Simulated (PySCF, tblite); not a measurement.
Isomers of C3H10O3SSi, one GFN2-xTB conformer each. Single-point energies are computed at PBE0/pcSseg-1 (PySCF, gas phase, no added dispersion term), electronic only.

```
             SMILES  GFN2-xTB relative energy (kcal/mol)
CCOS(=O)(=O)C[SiH3]                                 94.7
CCS(=O)(=O)C[SiH2]O                                 80.5
COC[S@](=O)CO[SiH3]                                 93.0
CCS(=O)(=O)OC[SiH3]                                 99.0
CO[SiH2]CS(C)(=O)=O                                 86.0
  CC(C)S[Si](O)(O)O                                  0.0
CS(=O)(=O)OCC[SiH3]                                103.7
```

Conformers: `[CH3:1][CH2:2][O:3][S:4](=[O:5])(=[O:6])[CH2:7][SiH3:8]` with C1–C2–O3–S4 79°, C2–O3–S4–O5 44°, O3–S4–C7–Si8 169°; `[CH3:1][CH2:2][S:3](=[O:4])(=[O:5])[CH2:6][SiH2:7][OH:8]` with C1–C2–S3–O4 -174°, C2–S3–C6–Si7 177°, S3–C6–Si7–O8 -179°, C6–Si7–O8–H 179°; `[CH3:1][O:2][CH2:3][S@:4](=[O:5])[CH2:6][O:7][SiH3:8]` with C1–O2–C3–S4 65°, O2–C3–S4–O5 -101°, C3–S4–C6–O7 -65°, S4–C6–O7–Si8 -50°; `[CH3:1][CH2:2][S:3](=[O:4])(=[O:5])[O:6][CH2:7][SiH3:8]` with C1–C2–S3–O4 66°, C2–S3–O6–C7 175°, S3–O6–C7–Si8 -48°; `[CH3:1][O:2][SiH2:3][CH2:4][S:5]([CH3:6])(=[O:7])=[O:8]` with C1–O2–Si3–C4 180°, O2–Si3–C4–S5 180°, Si3–C4–S5–C6 180°; `[CH3:1][CH:2]([CH3:3])[S:4][Si:5]([OH:6])([OH:7])[OH:8]` with C1–C2–S4–Si5 -73°, S4–Si5–O6–H 45°, S4–Si5–O7–H 74°, S4–Si5–O8–H 162°; `[CH3:1][S:2](=[O:3])(=[O:4])[O:5][CH2:6][CH2:7][SiH3:8]` with C1–S2–O5–C6 -153°, S2–O5–C6–C7 -69°, O5–C6–C7–Si8 179°.

Q: What does PBE0/pcSseg-1 give for the same structures?

A: 
```tsv
SMILES	PBE0/pcSseg-1 E (Eh)	PBE0/pcSseg-1 (kcal/mol)	GFN2-xTB (kcal/mol)	point group
CC(C)S[Si](O)(O)O	-1033.17133	0.0	0.0	C1
CCS(=O)(=O)C[SiH2]O	-1032.96395	130.1	80.5	C1
CO[SiH2]CS(C)(=O)=O	-1032.94219	143.8	86.0	Cs
COC[S@](=O)CO[SiH3]	-1032.91305	162.1	93.0	C1
CS(=O)(=O)OCC[SiH3]	-1032.91139	163.1	103.7	C1
CCOS(=O)(=O)C[SiH3]	-1032.91097	163.4	94.7	C1
CCS(=O)(=O)OC[SiH3]	-1032.90049	170.0	99.0	C1
```

Both levels put the same isomer lowest; measured from each level's own lowest isomer, the values differ by up to 71.0 kcal/mol (CCS(=O)(=O)OC[SiH3]: 99.0 against 170.0). As drawn, the lowest has an O–H bond and an Si–O bond, which the highest lacks; the highest has an Si–C bond and an S=O bond, which the lowest lacks. Neighbours under 2.5 kcal/mol apart (COC[S@](=O)CO[SiH3] and CS(=O)(=O)OCC[SiH3]; CS(=O)(=O)OCC[SiH3] and CCOS(=O)(=O)C[SiH3]) can change places with a better method, another conformer or zero-point energy.

Q: Which frontier levels, dipoles and rotational constants go with these structures?

A: 
```json
{"SMILES": "CC(C)S[Si](O)(O)O", "HOMO (eV, PBE0/pcSseg-1)": "-6.81", "LUMO (eV)": "0.73", "dipole (D)": "0.91", "A, B, C (MHz)": "2456, 909.4, 833.5"}
{"SMILES": "CCS(=O)(=O)C[SiH2]O", "HOMO (eV, PBE0/pcSseg-1)": "-8.10", "LUMO (eV)": "0.19", "dipole (D)": "3.59", "A, B, C (MHz)": "2821, 831.5, 758.5"}
{"SMILES": "CO[SiH2]CS(C)(=O)=O", "HOMO (eV, PBE0/pcSseg-1)": "-8.16", "LUMO (eV)": "0.28", "dipole (D)": "3.81", "A, B, C (MHz)": "3985, 683.5, 669.9"}
{"SMILES": "COC[S@](=O)CO[SiH3]", "HOMO (eV, PBE0/pcSseg-1)": "-6.68", "LUMO (eV)": "-0.35", "dipole (D)": "1.87", "A, B, C (MHz)": "2202, 883.2, 716.1"}
{"SMILES": "CS(=O)(=O)OCC[SiH3]", "HOMO (eV, PBE0/pcSseg-1)": "-8.53", "LUMO (eV)": "0.76", "dipole (D)": "2.95", "A, B, C (MHz)": "3648, 684.8, 668.8"}
{"SMILES": "CCOS(=O)(=O)C[SiH3]", "HOMO (eV, PBE0/pcSseg-1)": "-8.44", "LUMO (eV)": "0.55", "dipole (D)": "2.66", "A, B, C (MHz)": "3791, 824.3, 804.1"}
{"SMILES": "CCS(=O)(=O)OC[SiH3]", "HOMO (eV, PBE0/pcSseg-1)": "-8.31", "LUMO (eV)": "0.78", "dipole (D)": "3.28", "A, B, C (MHz)": "3197, 943.4, 885.5"}
```

Q: What happens when harmonic zero-point energies from GFN2-xTB frequencies are added?

A: 
```csv
SMILES,ZPE (kcal/mol),electronic (kcal/mol),with ZPE (kcal/mol)
CC(C)S[Si](O)(O)O,85.6,0.0,0.0
CCS(=O)(=O)C[SiH2]O,82.4,130.1,126.9
CO[SiH2]CS(C)(=O)=O,82.0,143.8,140.2
COC[S@](=O)CO[SiH3],80.6,162.1,157.1
CS(=O)(=O)OCC[SiH3],80.8,163.1,158.4
CCOS(=O)(=O)C[SiH3],80.9,163.4,158.7
CCS(=O)(=O)OC[SiH3],81.0,170.0,165.4
```

The zero-point energies span 5.0 kcal/mol. The order is unchanged.
